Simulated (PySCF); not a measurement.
PySCF 2.14 output of an unrestricted r2SCAN calculation on a single atom or ion in aug-cc-pCVTZ-DK (8s7p5d3f, 75 functions), with scalar relativity by spin-free X2C-1e:

```
SCF conv_tol = 1e-09
number electrons alpha = 10  beta = 5
    J. W. Furness, A. D. Kaplan, J. Ning, J. P. Perdew, and J. Sun.,  J. Phys. Chem. Lett. 11, 8208-8215 (2020)
    J. W. Furness, A. D. Kaplan, J. Ning, J. P. Perdew, and J. Sun.,  J. Phys. Chem. Lett. 11, 9248-9248 (2020)
    J. W. Furness, A. D. Kaplan, J. Ning, J. P. Perdew, and J. Sun.,  J. Phys. Chem. Lett. 11, 8208-8215 (2020)
    J. W. Furness, A. D. Kaplan, J. Ning, J. P. Perdew, and J. Sun.,  J. Phys. Chem. Lett. 11, 9248-9248 (2020)
cycle= 1 E= -459.099990437256  delta_E= -0.00413  |g|= 0.00657  |ddm|= 0.219
cycle= 2 E= -459.099998981633  delta_E= -8.54e-06  |g|= 0.000878  |ddm|= 0.0234
cycle= 3 E= -459.099999256498  delta_E= -2.75e-07  |g|= 0.000364  |ddm|= 0.0107
cycle= 4 E= -459.099999273553  delta_E= -1.71e-08  |g|= 3.02e-05  |ddm|= 0.00127
cycle= 5 E= -459.099999274509  delta_E= -9.55e-10  |g|= 4.4e-06  |ddm|= 0.000712
converged SCF energy = -459.099999274509  <S^2> = 8.7500716  2S+1 = 6.0000239
```

The run itself started from symmetry-adapted Hartree-Fock orbitals and held the occupation by maximum overlap, on a logarithmic radial grid, so the iterations belong to that start.

Question: Which element, charge and spin multiplicity is this?

Answer: Cl²⁺ (chlorine, charge +2), multiplicity 6; the state was [Ne] 3s1 3p3 4s1, high-spin 6S determinant (an excited configuration).

The outer electron is Rydberg-like, and this basis confines it to a smaller radius and binds it less than a complete one would.
